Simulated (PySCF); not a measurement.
Compound: C₆H₅NS₂.
SMILES: `Nc1cc2sccc2s1`

Jobs on this species (14 atoms, 80 electrons) with PySCF (density fitting). Hardware of each: Intel Xeon at 2.70 GHz, one thread, no GPU (shared host). Other jobs ran on the host; a repeat could differ by tens of per cent or more. Peak memory is the resident size of the whole Python process, interpreter and libraries included.

Problem. Rank these jobs by wall time, shortest first.
A. PBE0/IGLO-II, grid level 1; spin–spin couplings from 5 perturbed nuclei, spin–dipole term left out; 254 basis functions
B. B97-D/cc-pVDZ, grid level 4, fitting basis def2-universal-jkfit; shieldings, ring-centre shieldings, density and orbital grids written; 159 basis functions
C. PBE0/6-31G, grid level 3; shieldings, ring-centre shieldings, charges and field gradients; 99 basis functions

Solution. C (26 s), A (52 s), B (1.8 min).

All jobs:

| level and settings | work | basis functions | SCF cycles | wall time | peak memory |
| --- | --- | --- | --- | --- | --- |
| PBE0/6-31G, grid level 3 | shieldings, ring-centre shieldings, charges and field gradients | 99 | 13 | 26 s | 0.60 GiB |
| PBE0/IGLO-II, grid level 1 | spin–spin couplings from 5 perturbed nuclei, spin–dipole term left out | 254 | 11 | 52 s | 1.0 GiB |
| CAM-B3LYP/def2-SVP, level shift 0.1 Eh | spin–spin couplings from 5 perturbed nuclei, spin–dipole term left out | 159 | 12 | 60 s | 0.90 GiB |
| B97-D/cc-pVDZ, grid level 4, fitting basis def2-universal-jkfit | shieldings, ring-centre shieldings, density and orbital grids written | 159 | 12 | 1.8 min | 0.67 GiB |

Problem. What do all jobs in the table cost together?

Solution. About 4.1 min; the longest takes about 44 % of that, and about 4.2 times as long as the shortest.

Note: B97-D ran without an empirical dispersion term, which enters the total energy and its gradient alone.
